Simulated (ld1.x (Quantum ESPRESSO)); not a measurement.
# An all-electron radial function and its pseudo partner (carbon)

Columns: radius, all-electron u(r) and pseudo u(r) of the 2s shell (level -14.11 eV) of carbon in the configuration [He] 2s1 2p3; PBEsol, scalar-relativistic, PAW scheme, ld1.x (Quantum ESPRESSO) 7.5.

```
r (bohr)  all-electron   pseudo
   0.180        0.3327  -0.2153
   0.360        0.0351  -0.4122
   0.540       -0.3128  -0.5762
   0.720       -0.5736  -0.6986
   0.900       -0.7325  -0.7776
   1.080       -0.8062  -0.8161
   1.260       -0.8187  -0.8191
   1.440       -0.7909  -0.7909
   1.620       -0.7393  -0.7393
   1.800       -0.6751  -0.6751
   1.980       -0.6062  -0.6062
   2.160       -0.5374  -0.5374
   2.340       -0.4717  -0.4717
   2.520       -0.4108  -0.4108
   2.700       -0.3555  -0.3555
   2.880       -0.3060  -0.3060
   3.060       -0.2623  -0.2623
   3.240       -0.2241  -0.2241
   3.420       -0.1908  -0.1908
   3.600       -0.1621  -0.1621
   3.780       -0.1375  -0.1375
   3.960       -0.1164  -0.1164
   4.140       -0.0984  -0.0984
   4.320       -0.0831  -0.0831
   4.500       -0.0701  -0.0701
   4.680       -0.0590  -0.0590
```

(1) How many radial nodes do the two functions have?

(2) At about which radius was the pseudo-wave matched?

(3) Is the pseudo-wave norm-conserving?

Answers

(1) The all-electron 2s function has n − l − 1 = 1; the pseudo-wave has 0, since the states of the same l below it are removed with the core.

(2) 1.35 bohr, where the columns begin to agree (steps of 0.18 bohr).

(3) No, it belongs to a PAW set: the norm inside the radius is not constrained, and the difference is carried by the augmentation charge.
